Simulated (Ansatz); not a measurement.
Basis-set extrapolation for CH8NPSi, SMILES `CN([SiH3])P` (PBE0-D4/def2-TZVP geometry, frozen core, Ansatz). Multiplicity 1, RHF reference.

|  | def2-TZVPP | def2-QZVPP |
| --- | --- | --- |
| HF | -726.713253 | -726.737634 |
| MP2 correlation | -0.673666 | -0.720977 |
| CCSD(T) correlation | -0.759549 | not run |

Energies in hartree. Use E(X) = E(∞) + A·exp(−7.88·√X) for Hartree–Fock and E(X) = E(∞) + B·X^(−2.97) for correlation, with X = 3 and 4, and add CCSD(T) minus MP2 of the smaller set to the MP2 limit.

Q: What is the CCSD(T) energy at the basis-set limit?

A: HF limit: -726.737634 + (-0.024381) × 0.13774 = -726.74099. MP2 limit: -0.720977 + (-0.047311) × 0.74074 = -0.75602. Higher-order term: -0.759549 − (-0.673666) = -0.08588. Total: -727.58289 hartree, 69.1 kcal/mol below CCSD(T)/def2-TZVPP.
